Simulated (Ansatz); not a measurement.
A run for Ansatz (a quantum-chemistry and plane-wave program): R-PBE/def2-TZVPPD on HF (SMILES F). Files ending in .json are basis or fitting sets from the Basis Set Exchange.

Ansatz 0.2 input:
```yaml
crystal:
  periodic: [false, false, false]
  atoms:
    - {symbol: F, position_ang: [0.54772149, -0.26638405, 0.36994511]}
    - {symbol: H, position_ang: [-0.02770234, -0.29930729, 1.12956725]}
basis:
  gaussian:
    orbitals: def2-TZVPPD.json
hamiltonian:
  xc: {name: PBE}
scf: {lower_state_search: off}
```

The head of its log:

```
WARN ansatz: RAYON_NUM_THREADS=2 ignored (pool sized by the plan → 2); use --threads N
Functional definition: PBE
these checks for a lower state are left out or cut short: stability, starts, cluster_reference, orbital_swaps, neighbouring_geometries, increment
integrals: 0.00 GiB planned
256 factors; their error is unknown
mean field: 0.09 GiB planned
mean field evaluation 1: about -2730.2692 eV, gradient 3.5e1 eV
mean field evaluation 2: about -2723.7497 eV, gradient 7.6e1 eV
```

**Question.** What total energy does the run end on?

**Answer.** -100.3962 hartree.
